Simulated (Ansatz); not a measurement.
Reactions of C₂HBrF₂O (`O=CC(F)(F)Br`).

Calculated with Ansatz (gas phase, PBE0-D4/def2-TZVP geometries, no zero-point term in ΔE). CCSD(T)/CBS is the MP2 limit (def2-TZVPP, def2-QZVPP) plus CCSD(T) − MP2 in def2-TZVPP, frozen cores. This one scheme is used for every species, atoms too. For atomizations the MP2-based limit and the directly extrapolated one differ by several kJ/mol either way, and by 10 to 25 for some Ge, Se and Sn compounds, so smaller differences from it don't rank the levels. Functionals use def2-TZVPP. Open shells (•) are unrestricted, without spin–orbit coupling. Spin–orbit coupling would lower the free atoms: a little for C, F, O; clearly for Br. Elements past krypton have def2 core potentials. For Br, I outer-core shells are correlated without core-valence functions, so the limit isn't a true one: a few kJ/mol of doubt a bond, and 10 to 20 or more in all where bonds break to atoms. Scalar relativity is left out up to krypton. Each species was taken in one conformer, which may not be the lowest.

```csv
reaction,CCSD(T)/CBS(def2) (kJ/mol)
`O=CC(F)(F)Br` + HCl → `O=CC(F)(F)Cl` + HBr,2
`O=CC(F)(F)Br` + HBr → `FC(F)(Br)Br` + `C=O`,56
`O=CC(F)(F)Br` → Br• + 2 C• + 2 F• + H• + O•,2754
`O=CC(F)(F)Br` + `OC(F)[SiH3]` → `O=COC(F)[SiH3]` + `FC(F)Br`,?
`O=CC(F)(F)Br` + CH₄ → `CC(F)(F)C=O` + HBr,-47
`O=CC(F)(F)Br` + HI → `FC(F)(Br)I` + `C=O`,49
`O=CC(F)(F)Br` + `OCO` → `O=COCO` + `FC(F)Br`,?
```

**Question.** Fill in the missing values. (An estimate is asked.)

**Answer.** Computed: `O=CC(F)(F)Br` + `OC(F)[SiH3]` → `O=COC(F)[SiH3]` + `FC(F)Br`: -51.0 kJ/mol; `O=CC(F)(F)Br` + `OCO` → `O=COCO` + `FC(F)Br`: -65.6 kJ/mol.

Largest T1 diagnostic: 0.015, for `C=O`.
